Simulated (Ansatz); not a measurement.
Energy difference R1 + 3 R2 → 2 P1, each structure at its B3LYP-D3(BJ)/def2-TZVP stationary point, reached from a drawn start (curvature not checked).
R1: N2 (SMILES N#N), charge 0, multiplicity 1.
R2: H2 (SMILES [H][H]), charge 0, multiplicity 1.
P1, NH3 (SMILES N) (charge 0, multiplicity 1):
```xyz
4

N      0.00000    -0.00002     0.27907
H      0.00000     0.94280    -0.09306
H      0.81651    -0.47144    -0.09305
H     -0.81651    -0.47144    -0.09305
```

P less R. No zero-point or thermal terms.

Correlated levels freeze the cores.

Codes used: Ansatz (Gaussian basis) for Hartree–Fock, density functionals and correlated methods. No computed number here is a measurement.

Total energies in hartree:

```json
[
 {"structure": "R1", "PBE/def2-TZVPP": "-109.451606", "PBE0/def2-TZVPP": "-109.446290", "CCSD(T)/cc-pVQZ": "-109.404154"},
 {"structure": "R2", "PBE/def2-TZVPP": "-1.166122", "PBE0/def2-TZVPP": "-1.168485", "CCSD(T)/cc-pVQZ": "-1.173794"},
 {"structure": "P1", "PBE/def2-TZVPP": "-56.510610", "PBE0/def2-TZVPP": "-56.515727", "CCSD(T)/cc-pVQZ": "-56.492970"}
]
```

Question: Work out the reaction energy at each level in kcal/mol (1 hartree = 627.50947 kcal/mol), and say how far PBE/def2-TZVPP lies from CCSD(T)/cc-pVQZ.

Answer: 
- PBE/def2-TZVPP: 2 × (-56.510610) − (-109.451606) − 3 × (-1.166122) = -0.071248 hartree = -44.71 kcal/mol
- PBE0/def2-TZVPP: 2 × (-56.515727) − (-109.446290) − 3 × (-1.168485) = -0.079709 hartree = -50.02 kcal/mol
- CCSD(T)/cc-pVQZ: 2 × (-56.492970) − (-109.404154) − 3 × (-1.173794) = -0.060404 hartree = -37.90 kcal/mol
PBE/def2-TZVPP less CCSD(T)/cc-pVQZ: -6.81 kcal/mol. CCSD(T)/cc-pVQZ is the level counted from, the highest shown, and no exact or measured value.

Ansatz is a program for electronic structure.
